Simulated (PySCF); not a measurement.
Unrelated species, one level of theory. Computed with TDDFT B3LYP/def2-SVPD, vertical, gas phase, core orbitals frozen in the response, def2 core potentials past Kr (PySCF 2.14.0, density-fitted response routines). Geometries: PBE0-D3(BJ)/def2-SVP; one conformer of each isolated species. Triplets are in the Tamm–Dancoff approximation. Atoms past krypton carry core potentials; spin–orbit coupling is left out.

Question: Rank by computed lowest singlet excitation energy, highest first.
A. `BN(BCC=C)CC`
B. `[NH]=[Mo]([F])([F])([F])[F]`
C. `[CH3][La]([CH3])[CH3]`
D. `[F][Ge][F]`

Answer: D (5.43 eV), A (4.79 eV), B (4.05 eV), C (3.05 eV).

| SMILES | S1 (eV) | T1 (eV) | LUMO (eV) | HOMO (eV) | gap (eV) | S1 mainly |
| --- | --- | --- | --- | --- | --- | --- |
| [F][Ge][F] | 5.43 | 3.73 | -2.99 | -8.97 | 5.98 | H→L (97%) |
| BN(BCC=C)CC | 4.79 | – | -1.41 | -6.96 | 5.55 | H→L (97%) |
| [NH]=[Mo]([F])([F])([F])[F] | 4.05 | 3.86 | -4.63 | -10.20 | 5.57 | H-1/H→L (100%) |
| [CH3][La]([CH3])[CH3] | 3.05 | 2.91 | -1.92 | -5.95 | 4.03 | H-2/H-1/H→L (≥92%) |

H and L stand for HOMO and LUMO; a dash means that no computed state gives the value. A slash joins orbitals within 0.01 eV of each other, whose weights are summed (≥ marks a lower bound).

- `[F][Ge][F]`: Löwdin shares by element: HOMO germanium 58%, fluorine 42%; LUMO germanium 75%, fluorine 25%.
- `BN(BCC=C)CC`: Löwdin shares by element: HOMO carbon 76% or more, boron 7% or more (atoms not listed hold the other 17%); LUMO boron 54%, nitrogen 13%, hydrogen 6% or more (atoms not listed hold the other 27%).
- `[NH]=[Mo]([F])([F])([F])[F]`: for S1 the Löwdin share of molybdenum is 13% in HOMO and 69% in LUMO (ligand-to-metal charge transfer by this measure).
- `[CH3][La]([CH3])[CH3]`: Löwdin shares by element: HOMO (one of a set within 0.03 eV) carbon 53%, lanthanum 27% (atoms not listed hold the other 20%); LUMO lanthanum 91%.
